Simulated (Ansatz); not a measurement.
`[OH][Ge]([OH])([SH])[Cl]`. The species carries charge 0 and has multiplicity 1.

```xyz
8

O     1.4835   -0.6429    0.9590
Ge    0.0565   -0.2236    0.0397
O    -1.1151   -1.3681    0.6520
S    -0.5608    1.8805    0.3027
Cl    0.3904   -0.5349   -2.0614
H     2.2053   -0.0242    0.8199
H    -1.9966   -1.2154    0.3015
H    -0.4632    2.1286   -1.0134
```

(1) List the harmonic frequencies (cm⁻¹, unscaled) at PBE0-D4/def2-TZVP in Ansatz. (An estimate is asked.)

(2) Is this a minimum?

(3) Give the ideal-gas thermochemistry at 298.15 K and 1 bar (rigid rotor, harmonic oscillator; point group Cs, symmetry number 1).

(4) And at 400, 500, 600, 800 and 1000 K?

(5) Rotational constants (cm⁻¹)?

Results:

(1) Ansatz gave: 22, 111, 142, 192, 221, 234, 236, 267, 404, 429, 745, 756, 761, 916, 959, 2721, 3892, 3892.

(2) Yes, all 18 modes are real.

(3) Zero-point energy 101.1 kJ/mol; H(298) − E = 126.2 kJ/mol; entropy 395.1 J/(mol·K), of which translation 173.3, rotation 118.5, vibration 103.3; G(298) − E = 8.5 kJ/mol. Modes under 100 cm⁻¹ are hindered rotations or soft bends, so the harmonic entropy is rough.

(4) 
```csv
T (K),H − E (kJ/mol),S (J/mol/K),G − E (kJ/mol)
400,139.1,432.2,-33.7
500,152.7,462.5,-78.5
600,167.0,488.4,-126.1
800,196.7,531.1,-228.2
1000,227.6,565.6,-338.0
```

(5) 0.08003, 0.06072, 0.04805.
